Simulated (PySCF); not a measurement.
## Core-level binding energies of (F2Al-mu-NH2)2

(F2Al-mu-NH2)2.
Geometry (PBE0-D3(BJ)/def2-SVP, Å), atoms numbered from 1 in this order:
```xyz
12
Al2F4H4N2 angstrom
Al     0.744   -0.567    1.036
F      2.135    0.188    1.553
F      0.223   -1.986    1.734
N      0.736   -0.710   -0.896
Al    -0.723    0.553   -1.026
F     -2.116   -0.195   -1.550
F     -0.205    1.973   -1.724
N     -0.716    0.695    0.905
H      0.531   -1.645   -1.254
H      1.602   -0.404   -1.346
H     -0.516    1.630    1.266
H     -1.580    0.385    1.353
```

Theory: delta-SCF UKS SCAN, pcX-2 on the ionised atom, pcseg-1 elsewhere, spin-free X2C (PySCF). Each binding energy is the total energy of the core-ionised species, with the hole localised on one atom, minus that of the ground state; both are solved self-consistently, so orbital relaxation is included.

Problem. What binding energy does each computed site have?

Solution. 
```csv
atom(s),bonded to,level,binding energy (eV),count
N4/N8,2 H and 2 Al,N 1s,406.67,2
F2/F3/F6/F7,Al,F 1s,691.84,4
Al1/Al5,2 F and 2 N,Al 1s,1568.42,2
```

Problem. Which photon energy gives electrons from N 1s of N4/N8 a kinetic energy of 150 eV, and what is their de Broglie wavelength?

Solution. hν = 406.67 + 150 = 556.67 eV, recoil neglected; λ = 12.264 Å/√(E/eV) = 1.00 Å.

Problem. What is the longest wavelength that can ionise N 1s of N4/N8 vertically?

Solution. λ = hc/E = 12398.42 eV Å / 406.67 eV = 30.488 Å.

Atoms equivalent by their bonding share one computed value, that of the first of them. Geometry: PBE0-D3(BJ)/def2-SVP, one conformer, isolated molecule.

The run took 47 s wall on one thread of an Arm Neoverse N1, no GPU, shared host, and the process peaked at 0.62 GiB of memory.
